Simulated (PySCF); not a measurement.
The same groups moved round the core (propene hydroxy+silyl). Gas-phase values, no solvent. One relaxed conformer stands for each flexible species; it need not be the lowest. Strings in code marks are SMILES.

Quantity: electronic energy of isomers of C3H8OSi relative to `C/C(O)=C/[SiH3]` (C–C–O–H torsion 180°), in kcal/mol.

Case: `C/C(O)=C\[SiH3]` (C–C–O–H torsion 180°). Geometry of `O/C(C)=C/[SiH3]` (neutral, multiplicity 1, Å):

```xyz
13

C     -1.1343     0.4933     0.8358
C     -0.8099    -0.1711    -0.4591
O     -1.8869    -0.4773    -1.2283
C      0.4172    -0.4724    -0.8944
Si     1.9804    -0.1269     0.0224
H     -0.2389     0.7175     1.4141
H     -1.7783    -0.1496     1.4454
H     -1.6679     1.4336     0.6607
H     -2.6925    -0.2007    -0.7837
H      0.4763    -0.9576    -1.8651
H      3.1313    -0.6077    -0.7857
H      2.1762     1.3274     0.2896
H      2.0273    -0.8086     1.3483
```

Q: What electronic energy of isomers of C3H8OSi relative to `C/C(O)=C/[SiH3]` (C–C–O–H torsion 180°) does ωB97X-D3(BJ)/def2-TZVP // PBE0-D3(BJ)/def2-TZVP (PySCF) give?

A: 0.70 kcal/mol.
